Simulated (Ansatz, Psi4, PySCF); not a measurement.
Atomisation energy: 11 cases among silicon compounds with O, N or halogens, in kcal/mol, species as SMILES. Terms: 6-311+G** with 5d, 6d on Na to Ar in Ansatz (a program for electronic structure); frozen cores in correlated levels; no dispersion term unless named; spin-orbit terms left out; UHF or UKS for open shells; atomisation electronic, to ground-state atoms; non-relativistic. CBS marks a two-point X^-3 extrapolation of the correlation energy; Hartree-Fock from the larger set (for Q and 5 zeta extrapolated as (X+1)exp(-9√X)). The bracket is a focal-point correction in the basis named. Ab initio and DFT rows: single points at B3LYP-D3(BJ) geometries (Ansatz).

Coupled cluster (Ansatz) is a level with limits of its own, used here on species with T1 under 0.025 (0.045 for open shells) and stable references: (a) RI-MP2/CBS(aug-cc-pV(T+d)Z,aug-cc-pV(Q+d)Z)+[CCSD(T)-MP2]/aug-cc-pV(T+d)Z; (b) CCSD(T)/CBS(aug-cc-pV(T+d)Z,aug-cc-pV(Q+d)Z); (c) CCSD(T)/CBS(cc-pV(T+d)Z,cc-pV(Q+d)Z); (d) CCSD(T)/CBS(cc-pV(Q+d)Z,cc-pV(5+d)Z).

| species | atoms | coupled cluster | difference of BP86/def2-SVP (PySCF) | difference of PBE/STO-3G (Ansatz) | difference of wB97X-D/6-311+G** (Psi4) | difference of B3LYP-D3(BJ)/def2-TZVPD (Ansatz + dftd3) | difference of wB97X-V/def2-TZVPD (Ansatz) |
|---|---|---|---|---|---|---|---|
| F[Si](Cl)(Cl)Cl | 5 | 436.7 (d) | -16.8 | 12.0 | -32.4 | -17.1 | -4.3 |
| N[Si](F)(F)F | 7 | 716.2 (b) | -13.7 | -54.5 | -40.9 | -14.1 | -8.0 |
| F[SiH]([SiH2]F)F | 8 | 711.9 (b) | -17.0 | 60.6 | -36.8 | -13.2 | -4.3 |
| F[SiH2][SiH2]F [fluoro(fluorosilyl)silane] | 8 | 648.7 (b) | -12.4 | 113.3 | -26.2 | -8.4 | -1.2 |
| CN[SiH3] [N-silylmethanamine] | 10 | 803.0 (b) | 13.6 | 182.5 | -9.1 | 3.4 | 3.7 |
| N[SiH](N)N | 11 | 918.9 (b) | 7.3 | 75.5 | -17.6 | 3.2 | 2.9 |
| C=C[SiH2][SiH2]Cl | 12 | 1000.6 (b) | 8.1 | 285.2 | -15.0 | -1.9 | 2.8 |
| [SiH3]OCO[SiH3] | 13 | 1083.5 (c) | 6.0 | 222.8 | -25.6 | -5.3 | 1.6 |
| C[SiH2]O[SiH2]C [methyl(methylsilyloxy)silane] | 15 | 1312.6 (c) | 1.6 | 288.5 | -25.1 | -4.6 | 0.0 |
| C[SiH](C)OC[SiH3] | 18 | 1563.7 (c) | 18.2 | 386.6 | -20.6 | -1.9 | 2.8 |
| C[Si](C)(C)O[SiH2]Cl [chlorosilyloxy(trimethyl)silane] | 18 | 1639.9 (a) | 3.5 | 342.3 | -31.2 | -8.1 | -0.9 |

```
level                                     cases  mean signed difference  mean absolute difference  median absolute difference  largest absolute difference
----------------------------------------  -----  ----------------------  ------------------------  --------------------------  ---------------------------
BP86/def2-SVP (PySCF)                        11                   -0.15                     10.75                       12.40                         18.2
PBE/STO-3G (Ansatz)                          11                  174.07                    183.98                      182.50                        386.6
wB97X-D/6-311+G** (Psi4)                     11                  -25.50                     25.50                       25.60                         40.9
B3LYP-D3(BJ)/def2-TZVPD (Ansatz + dftd3)     11                   -6.18                      7.38                        5.30                         17.1
wB97X-V/def2-TZVPD (Ansatz)                  11                   -0.45                      2.95                        2.80                          8.0
```

BP86/def2-SVP lies above in 7 of 11 cases and within 2 kcal/mol in 1; mean signed difference -0.15 kcal/mol, mean absolute 10.75 kcal/mol (13.47 over the 6 cases of up to 11 atoms, 7.48 over the larger). These figures hold for the species listed.

How the rows were picked: cases drawn at random among the computed members of the class with clean coupled-cluster diagnostics. The batch they came from held 38 cases of this property in the class: 0 with a tabulated value, 37 with clean coupled cluster alone, 1 with neither, which enter no statistics. The levels are drawn from those run on every case listed, the commonest habits more often. No case is left out for the size of its miss. Left out are saddle points of the reference geometry, anions that the best level run finds unbound, excited spin states, species near biochemistry, 298 K rows of species without real B3LYP wavenumbers, cases with under five habitual levels, runs that failed or that the program found above a lower state of the same kind, table entries that another table contradicts, and a share of species set aside by lot.
